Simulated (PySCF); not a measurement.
# Polarisability and C₆ of Ba⁺ (barium, charge +1)

[Xe] 6s1, 2S determinant. All numbers are calculated (PySCF 2.14, scalar relativity by spin-free X2C-1e, in aug-cc-pVQZ-X2C (10s9p7d4f2g, 118 functions)). Coupled (time-dependent) response in atomic units; α is the mean over directions.

```tsv
method	mean α (bohr³)	C₆ (like pair)	S(−4)
UHF	173.3	2076	24470
PBE	133.8	1481	14000
```

S(−4) is the Cauchy moment in α(ω) = α(0) + S(−4) ω² + …

α(iu) at PBE:

```
u (hartree)  α(iu) (bohr³)
          0          133.8
     0.0500          106.6
      0.100          68.29
      0.200          32.48
      0.300          20.58
      0.500          12.17
      0.750          7.982
       1.00          5.711
       1.50          3.350
       2.00          2.220
       3.00          1.221
       5.00         0.5675
```

A single London oscillator, α(iu) = α/(1 + u²/ω²), gives C₆ = (3/4) ω α². Matching the computed C₆ needs ω = 4 × 1481 / (3 × 133.8²) = 0.110 hartree.

For an ion, C₆ is the dispersion term alone; charge-induced terms of lower order in 1/R come first.

Spin-orbit coupling, which splits the p, d and f shells strongly at this Z, is absent.
